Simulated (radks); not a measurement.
Q: Species: Ti2+. Configuration: [Ar] 3d(up 1, down 0) 4s1 (not the ground configuration). Calculated with a radial shooting solver on a logarithmic mesh with Libxc functionals: scalar-relativistic Kohn-Sham, r2SCAN, spin-polarised, spherical densities, finite nucleus; open shells are filled with parallel spins first; meta-GGA in the generalised Kohn-Sham scheme; Fermi nuclear charge, rms radius 3.5921 fm. Some entries of the table are withheld. Estimate them.

| orbital | occ. | eigenvalue (eV) | <r> (bohr) | <r^2> (bohr^2) |
|---|---|---|---|---|
| 1s up | 1 | -4911.809 | 0.06960 | 0.006518 |
| 1s down | 1 | -4911.765 | 0.06960 | 0.006518 |
| 2s up | 1 | -568.0791 | 0.3241 | 0.1242 |
| 2s down | 1 | -567.5849 | 0.3239 | 0.1241 |
| 2p up | 3 | -472.8133 | 0.2897 | 0.1035 |
| 2p down | 3 | -472.4119 | 0.2895 | 0.1033 |
| 3s up | 1 | -87.6818 | 0.9946 | 1.138 |
| 3s down | 1 | -86.1585 | 0.9963 | 1.141 |
| 3p up | 3 | -62.5417 | (1) | 1.324 |
| 3p down | 3 | -60.9947 | (2) | 1.318 |
| 3d up | 1 | (3) | 1.321 | 2.196 |
| 3d down | 0 | (4) | 1.285 | 2.066 |
| 4s up | 1 | -19.7682 | 2.794 | 8.768 |

A: 
(1) 3p up <r> (bohr): 1.063
(2) 3p down <r> (bohr): 1.062
(3) 3d up eigenvalue (eV): -25.1715
(4) 3d down eigenvalue (eV): -23.2214
